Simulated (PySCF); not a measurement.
Spin states of SnN

Unrestricted PBE0; basis Sn def2-SVPD with ECP28, N def2-SVPD; scalar-relativistic core potentials; PySCF 2.14. Outer shells of the fragments: Sn 4d10 5s2 5p2; N 2s2 2p3.

Followed along the bond (rough minima from three points):

| 2Ms+1 | unpaired | ⟨S²⟩ at the start | R at minimum (Å) | Te (eV) |
| --- | --- | --- | --- | --- |
| 2 | π ↑ | 0.95 | 1.99 | 0.00 |
| 2 | σ ↑ | 1.17 | 1.89 | 0.16 |
| 4 | π ↑↑↑ | 3.76 | none in the scan | ≤ 1.09 |
| 6 | σ ↑, π ↑↑↑↑ | 8.76 | none in the scan | ≤ 2.96 |

Solutions found at the starting distance of 2.005 Å, counted from the lowest of them; the search is not exhaustive and high or unbound solutions are not listed, so other states can lie among these:

```csv
2Ms+1,unpaired,term,E (eV),⟨S²⟩,⟨Lz²⟩,μ (D)
2,π ↑,²Π,0.00,0.95,1.00,-3.46
2,σ ↑,mixed,0.31,1.17,0.00,-3.64
4,π ↑↑↑,⁴Π,1.41,3.76,1.01,-1.13
4,"σ ↑, π ↑↑",mixed,1.64,3.79,2.01,-1.94
2,π ↑↑↓,mixed,2.00,1.76,3.01,-1.10
4,"σ ↑, π ↑↑",mixed,2.03,3.76,2.01,-2.02
2,"σ ↓, π ↑↑",mixed,2.26,1.77,2.01,-2.06
2,"σ ↑, π ↑↓",mixed,2.35,1.76,2.02,-2.08
2,"σ ↓, π ↑↑",mixed,2.67,1.77,2.01,-2.16
6,"σ ↑, π ↑↑↑↑",⁶Σ⁺,3.55,8.76,0.00,0.68
```

A term symbol is given only where ⟨S²⟩ and ⟨Lz²⟩ are close to those of a pure state; real π, δ and φ orbitals otherwise mix terms. A positive dipole means Sn(−)N(+).

Task: Compare the gap between the two lowest followed solutions at the starting distance with the gap between their minima.

Result: At PBE0 the second solution (Ms = 0.5 of mixed spin, unpaired electrons σ ↑) lies +0.31 eV from the first (doublet, unpaired electrons π ↑) at 2.005 Å and +0.16 eV at the minima; the two curves relax by different amounts, since their minima lie near 1.89 and 1.99 Å.

Spin–orbit coupling is left out.
